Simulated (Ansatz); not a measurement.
C₈H₈O (`c1ccc2c(c1)CCO2`) at its PBE0-D4/def2-TZVP geometry, where that method's forces vanish. The species carries charge 0 and has multiplicity 1.

```xyz
17

C     1.7063   -1.0573   -1.1341
C     1.9672    0.2929   -1.3246
C     1.1535    1.2725   -0.7659
C     0.0756    0.8479   -0.0135
C    -0.1989   -0.4977    0.1934
C     0.6173   -1.4598   -0.3654
C    -1.3911   -0.5858    1.1009
C    -1.8942    0.8624    1.0683
O    -0.8029    1.6734    0.6048
H     2.3532   -1.8003   -1.5847
H     2.8185    0.5934   -1.9249
H     1.3472    2.3276   -0.9132
H     0.4168   -2.5144   -0.2093
H    -1.0911   -0.8887    2.1095
H    -2.1516   -1.2889    0.7568
H    -2.2034    1.2454    2.0404
H    -2.7226    0.9772    0.3615
```

(1) What forces (eV/Å) does r2SCAN-D4/def2-TZVPP give on these atoms in Ansatz 0.2.0? (Estimate.)

## Answers

(1) Ansatz gave: 
```
C1   0.122 -0.124 -0.082
C2   0.145  0.050 -0.099
C3   0.047  0.206 -0.029
C4   0.103 -0.056 -0.081
C5  -0.054 -0.078  0.018
C6  -0.046 -0.183  0.035
C7  -0.054 -0.149  0.067
C8  -0.363 -0.088  0.157
O9   0.092  0.416  0.019
H10 -0.001  0.000 -0.001
H11 -0.001  0.002  0.000
H12  0.000  0.002  0.000
H13 -0.003 -0.007  0.003
H14  0.000 -0.007  0.008
H15  0.004 -0.005  0.011
H16  0.004  0.010 -0.013
H17  0.004  0.009 -0.012
```
